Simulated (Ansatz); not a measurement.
The same path of CH$_{7}$AsSeSi (11 atoms, charge 0, multiplicity 1) was run twice with different band settings. The coordinate that changes most is the dihedral H9–Si3–Se4–H11.

Theory: Ansatz, RKS PBE0-D4/def2-SVP.

Relaxed end points:

```xyz
11
Properties=species:S:1:pos:R:3
C -1.242 1.163 -0.572
As -0.956 0.313 1.187
Si 1.281 -0.369 0.823
Se 1.725 -1.234 -1.256
H -0.805 0.579 -1.394
H -0.783 2.162 -0.552
H -2.323 1.281 -0.730
H -1.478 -1.069 0.796
H 1.666 -1.340 1.893
H 2.181 0.822 0.898
H 0.800 -2.364 -1.073
```

```xyz
11
Properties=species:S:1:pos:R:3
C -1.294 1.226 -0.542
As -0.988 0.448 1.250
Si 1.109 -0.543 0.793
Se 0.963 -1.819 -1.110
H -1.027 0.545 -1.361
H -0.693 2.143 -0.623
H -2.356 1.500 -0.620
H -1.719 -0.869 0.997
H 1.523 -1.365 1.971
H 2.128 0.532 0.590
H 2.419 -1.854 -1.325
```

Common settings: movable images 7; climbing image yes; spring 5.0 eV/Å²; optimiser quadratic models (default); start path through a guess of the saddle point; end points relaxed.

| run | force threshold | iteration limit |
| --- | --- | --- |
| 1 | 0.05 eV/Å | 43 |
| 2 | 0.5 eV/Å | 58 |

(1) What does each run give, and how far can it be trusted?

Results:

(1) Run 1: converged after 13 iterations, highest image 0.077 eV above the first end. A vibrational analysis at the climbing image gives one clearly imaginary mode, 139i cm⁻¹: a first-order saddle point.
Run 2: converged after 4 iterations, highest image 0.085 eV above the first end. The threshold of 0.5 eV/Å is loose, so the images may lie well off the minimum-energy path. The order of the stationary point at the top wasn't checked.
